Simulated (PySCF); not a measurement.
Si(Cl)(F)2(tBu), C₄H₉ClF₂Si, SMILES CC([Si](F)(F)Cl)(C)C (GFN2-xTB optimised geometry):

```
17

C      0.255    -1.650     1.669
C     -0.140    -0.169     1.598
C      0.449     0.556     2.817
C     -1.671    -0.064     1.657
Si     0.527     0.629     0.000
F      0.247     2.208     0.000
F      2.131     0.629     0.000
Cl    -0.119    -0.141    -1.713
H     -0.115    -2.088     2.594
H      1.336    -1.765     1.646
H     -0.167    -2.208     0.835
H      0.072     0.105     3.733
H      0.173     1.608     2.814
H      1.535     0.487     2.823
H     -2.037    -0.506     2.582
H     -2.131    -0.590     0.823
H     -1.990     0.975     1.626
```

Calculation: B3LYP/def2-SVP (PySCF).

Task: What are the frontier orbital energies and the dipole moment?

Result: HOMO-2 -9.47 eV, HOMO-1 -9.46 eV, HOMO -8.44 eV, LUMO 0.99 eV, LUMO+1 1.18 eV; dipole moment 2.48 D.

On the same geometry PBE/def2-SVP (PySCF) gives HOMO-2 -8.27 eV, HOMO-1 -8.26 eV, HOMO -7.30 eV, LUMO 0.32 eV, LUMO+1 0.44 eV; dipole moment 2.36 D.

Meta-Löwdin charges at B3LYP/def2-SVP: C1 -0.28, C2 -0.16, C3 -0.28, C4 -0.28, Si5 1.32, F6 -0.46, F7 -0.46, Cl8 -0.23, H9 0.09, H10 0.10, H11 0.09, H12 0.09, H13 0.10, H14 0.10, H15 0.09, H16 0.09, H17 0.10.
